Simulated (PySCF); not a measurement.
C3H10BO3 (cation, charge +1), SMILES COB(OC)[OH+]C, singlet (GFN2-xTB optimised geometry):

```
17

C     -0.537    -2.049     0.081
O     -1.018    -0.711     0.022
B     -0.398     0.441     0.000
O     -0.876     1.659     0.000
C     -2.250     2.048     0.079
O      1.139     0.441     0.000
C      1.875     1.677    -0.154
H      0.222    -2.160     0.857
H     -0.135    -2.347    -0.890
H     -1.393    -2.678     0.319
H     -2.904     1.179     0.085
H     -2.463     2.678    -0.783
H     -2.380     2.624     0.995
H      1.538    -0.266    -0.533
H      2.904     1.501     0.155
H      1.837     2.032    -1.183
H      1.410     2.412     0.498
```

Computed with PBE0/def2-SVP in PySCF.

Task: What are the frontier orbital energies?

Result: HOMO-2 -14.05 eV, HOMO-1 -13.90 eV, HOMO -13.10 eV, LUMO -4.42 eV, LUMO+1 -3.18 eV.

On the same geometry PBE/def2-SVP in PySCF gives HOMO-2 -12.38 eV, HOMO-1 -12.22 eV, HOMO -11.53 eV, LUMO -5.44 eV, LUMO+1 -4.26 eV.

Meta-Löwdin charges at PBE0/def2-SVP: C1 -0.09, O2 -0.34, B3 0.57, O4 -0.36, C5 -0.08, O6 -0.25, C7 -0.09, H8 0.12, H9 0.12, H10 0.15, H11 0.13, H12 0.14, H13 0.14, H14 0.39, H15 0.15, H16 0.14, H17 0.16.
